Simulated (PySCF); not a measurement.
# TDDFT excited states: C3H5NO4Si

Compound: C3H5NO4Si.
Atom-mapped SMILES: `[N:1]#[C:2][CH2:3][Si:4]([OH:5])([OH:6])[O:7][CH:8]=[O:9]` (hydrogens: H10, H11 on C3; H12 on O5; H13 on O6; H14 on C8)

Cartesian coordinates in Å at the GFN2-xTB level; atoms count from 1:
```
atom  x, y, z in Å
N1    -2.1824   -1.6611    2.0718
C2    -1.9072   -1.2821    1.0278
C3    -1.5334   -0.7661   -0.2521
Si4   -0.1446    0.5276   -0.0662
O5    -0.0615    1.3788   -1.4246
O6    -0.3468    1.5182    1.1918
O7     1.2601   -0.3714    0.2017
C8     2.4216   -0.1555   -0.3628
O9     2.6674    0.7014   -1.1608
H10   -2.4046   -0.2889   -0.7009
H11   -1.2347   -1.5961   -0.8924
H12    0.8037    1.6679   -1.7304
H13   -0.5084    1.2101    2.0809
H14    3.1701   -0.8834   -0.0060
```

Theory: PySCF, TDDFT PBE0/def2-SVPD, vertical, gas phase, core orbitals frozen in the response.

| state | E (eV) | λ (nm) | f | \|μ\| (D) | main configurations (H = HOMO, L = LUMO) |
| --- | --- | --- | --- | --- | --- |
| S1 | 5.88 | 210.7 | 0.0012 | 0.24 | H→L (87%), H-1→L (10%) |
| S2 | 7.62 | 162.7 | 0.021 | 0.86 | H-1→L (77%), H→L (11%) |
| S3 | 7.73 | 160.3 | 0.0006 | 0.15 | H-1→L+3 (46%), H→L+3 (14%), H-2→L+2 (11%) |
| S4 | 7.84 | 158.2 | 0.016 | 0.74 | H→L+1 (79%) |
| S5 | 7.98 | 155.4 | 0.0033 | 0.33 | H-4→L (42%), H-7→L (29%), H-5→L (17%) |
| S6 | 8.04 | 154.2 | 0.023 | 0.88 | H-1→L+1 (78%), H-3→L (10%) |
| S7 | 8.11 | 152.8 | 0.0040 | 0.36 | H-2→L (35%), H-2→L+2 (23%), H-2→L+3 (10%) |
| S8 | 8.13 | 152.6 | 0.012 | 0.62 | H-1→L+2 (24%), H-2→L+3 (18%), H→L+2 (15%) |

Triplets (Tamm–Dancoff): T1 5.30 eV, H→L (86%), H-1→L (11%); T2 6.17 eV, H-3→L (59%), H-6→L (12%), H-8→L (8%); T3 6.42 eV, H-1→L+2 (28%), H-2→L+3 (28%).

The lowest singlet lies at 5.88 eV (211 nm, ultraviolet) and is very weak; its leading configuration is HOMO→LUMO (87%). The strongest level in the table is S6 at 8.04 eV (154 nm, f = 0.023). S1 has the pattern of n→π* at C=O. The listed states span 2.24 eV, and the widest gap between neighbours is 1.74 eV (S1 to S2). Orbital energies (eV): HOMO-3 -10.08, HOMO-2 -9.79, HOMO-1 -9.33, HOMO -8.97, LUMO -0.75, LUMO+1 -0.15, LUMO+2 0.51. Of the 8 states listed, 4 reach f = 0.01 and none stays under 0.0005. No computed singlet lies in the visible range (380 to 750 nm); the lowest, at 211 nm, stands 2.62 eV above its violet end (3.26 eV). Only the lowest 8 singlets were computed, as vertical energies without vibronic structure.

Hardware: one thread of an Arm Neoverse N1, shared host. Cost: 97 s, 1.0 GiB resident at most.

One conformer stands for the species.
